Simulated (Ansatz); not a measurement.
Harmonic frequencies (cm⁻¹) at PBE0-D4/def2-TZVP from Ansatz: 75, 179, 242, 298, 365, 399, 512, 540, 650, 894, 920, 1014, 1116, 1138, 1296, 1334, 1401, 1470, 1483, 2666, 3049, 3065, 3145, 3157.

Each molecule was computed in one conformer, which needn't be the lowest.

(1) Which molecule is it?
A. `N/C=C/C=O`
B. `FCSCS`
C. `[CH3][Ga]1[O]C[O]1`
D. `CC(F)SS`

## Answers

(1) D.
